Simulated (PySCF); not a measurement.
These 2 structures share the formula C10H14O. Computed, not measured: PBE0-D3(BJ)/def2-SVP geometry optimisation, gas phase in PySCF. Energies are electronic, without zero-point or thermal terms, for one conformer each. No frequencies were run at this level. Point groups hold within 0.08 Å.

Task: Rank from lowest to highest electronic energy at this level (kJ/mol).
A. `O=C1[C@H]2C[C@@H]3C[C@@H](C[C@H]1C3)C2`
B. `[CH3:1][C:2]([CH3:3])([CH3:4])[c:5]1[cH:6][cH:7][c:8]([OH:9])[cH:10][cH:11]1` with C7–C8–O9–H 0° (4-tert-butylphenol)

Result: A (0.0), B (91.0).

As drawn, the lower has a C=O bond, which the higher lacks; the higher has an aromatic ring, an O–H bond and a quaternary carbon, which the lower lacks.

| SMILES | E (Eh) | E rel (kJ/mol) | dipole (D) | point group | A, B, C (MHz) |
| --- | --- | --- | --- | --- | --- |
| O=C1[C@H]2C[C@@H]3C[C@@H](C[C@H]1C3)C2 | -463.90312 | 0.0 | 3.18 | C2v | 1701, 1231, 1228 |
| CC(C)(C)c1ccc(O)cc1 | -463.86844 | 91.0 | 1.30 | Cs | 2555, 641.9, 578.1 |
